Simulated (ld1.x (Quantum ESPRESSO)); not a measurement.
# Hf: excitation energies, all-electron against RRKJ

- Element: Hf (Z = 72)
- Generator: ld1.x (Quantum ESPRESSO) 7.5
- Type: norm-conserving RRKJ (Kleinman–Bylander form)
- Functional: LDA (PZ)
- Relativity: scalar-relativistic
- Frozen core: [Xe] 4f14
- Valence charge: 4
- Reference configuration: 5d2 6s1 6p1
- Partial waves: 6s (bound): rc 3.05 bohr; 6p (bound): rc 3.00 bohr; 5d (bound): rc 2.30 bohr
- Local potential: all-electron potential smoothed inside 2.70 bohr (lloc = -1)
- Core correction: a·sin(br)/r model core, default radius (core density twice the valence density)
- rho0: 0.005

Energies are relative to the spin-unpolarised reference configuration 5d2 6s1 6p1; without spin polarisation the order of configurations can differ from experiment. Spin-polarised rows fill each open shell by Hund’s rule, majority spin first. The frozen-core shift is the all-electron ΔE with the core orbitals held at their reference shape minus the fully relaxed ΔE.

Give the all-electron excitation energy and the error of the potential for: 5d2 6s2 6p0; 5d2 6s1 6p0; 5d2 6s0 6p0; 5d2 6s0 6p1; 5d1 6s2 6p0; 5d1 6s2 6p1; 5d3 6s1 6p0; 5d2 6s1 6p1 (spin-polarised); 5d2 6s2 6p0 (spin-polarised).

| valence configuration | charge | ΔE all-electron (eV) | error AE − PS (meV) | frozen-core shift (meV) |
| --- | --- | --- | --- | --- |
| 5d2 6s2 6p0 | 0 | -3.913 | +0.9 | +0.3 |
| 5d2 6s1 6p0 | +1 | 4.285 | -3.8 | +1.9 |
| 5d2 6s0 6p0 | +2 | 18.788 | -20 | +19 |
| 5d2 6s0 6p1 | +1 | 9.080 | +2.1 | +6.0 |
| 5d1 6s2 6p0 | +1 | 2.817 | +48 | +43 |
| 5d1 6s2 6p1 | 0 | -1.827 | +3.4 | +35 |
| 5d3 6s1 6p0 | 0 | -1.327 | -35 | +30 |
| 5d2 6s1 6p1 (spin-polarised) | 0 | -1.504 | +113 | +19 |
| 5d2 6s2 6p0 (spin-polarised) | 0 | -4.354 | +77 | +9.0 |

Levels in the configuration 5d1 6s2 6p1:

| level | all-electron (eV) | pseudo (eV) |
| --- | --- | --- |
| 5d | -5.206 | -5.147 |
| 6s | -6.732 | -6.705 |
| 6p | -2.371 | -2.339 |

Note: ghost state, extra bound levels that the all-electron valence spectrum of the same l lacks: s at -0.60 eV. A true bound ghost makes a file unfit for plane-wave use.
